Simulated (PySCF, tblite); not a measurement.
Potential energy curve for AsH, triplet. Each curve is given relative to its own lowest point near equilibrium.

| R / Å | A | B | C | D |
|---|---|---|---|---|
| 1.16 | 2.317 | 2.258 | 2.138 | 2.309 |
| 1.22 | 1.472 | 1.420 | 1.210 | 1.465 |
| 1.31 | 0.648 | 0.608 | 0.443 | 0.643 |
| 1.36 | 0.363 | 0.332 | 0.220 | 0.360 |
| 1.45 | 0.076 | 0.061 | 0.029 | 0.076 |
| 1.47 | 0.044 | 0.032 | 0.013 | 0.044 |
| 1.53 | 0.000 | 0.000 | 0.000 | 0.000 |
| 1.58 | 0.014 | 0.024 | 0.023 | 0.013 |
| 1.61 | 0.041 | 0.056 | 0.047 | 0.038 |
| 1.68 | 0.143 | 0.171 | 0.128 | 0.137 |
| 1.76 | 0.313 | 0.356 | 0.251 | 0.298 |
| 1.90 | 0.694 | 0.776 | 0.518 | 0.649 |
| 2.06 | 1.187 | 1.343 | 0.871 | 1.085 |
| 2.30 | 1.932 | 1.907 | 1.449 | 1.679 |
| 2.54 | 2.612 | 2.172 | 2.004 | 2.114 |
| 2.74 | 3.108 | 2.280 | 2.413 | 2.338 |
| 3.05 | 3.746 | 2.358 | 2.926 | 2.499 |
| 3.38 | 4.267 | 2.391 | 3.317 | 2.556 |
| 3.76 | 4.705 | 2.405 | 3.590 | 2.577 |
| 4.17 | 5.031 | 2.411 | 3.729 | 2.583 |
| 4.60 | 5.256 | 2.413 | 3.786 | 2.586 |
| 5.36 | 5.476 | 2.414 | — | 2.588 |
| 6.19 | 5.584 | 2.415 | — | 2.588 |

Energies in eV.

Assign the columns to these levels of theory: tblite with GFN2-xTB, 300 K electronic temperature; restricted open-shell PBE0/cc-pVDZ (PySCF 2.14.0); CCSD(T) on UHF/cc-pVDZ, 9 core orbitals frozen in PySCF; MP2 on UHF/cc-pVDZ, 9 core orbitals frozen (PySCF).

A is ROKS-PBE0; B is UMP2; C is GFN2-xTB; D is UCCSD(T).

A dash means that the run gave no value there, or that the column was ended at a point which the program doubted or which failed a test of continuity chosen for this set; such a test can also cut sound points.

The unrestricted determinant behind UCCSD(T), UMP2 is spin-contaminated at 2.06 to 6.19 Å (<S²> up to 3.0, against 2.00 for a pure triplet). At the longest distance ROKS-PBE0 leaves fractional charges on the fragments, a sign of delocalisation error or of the restricted form.
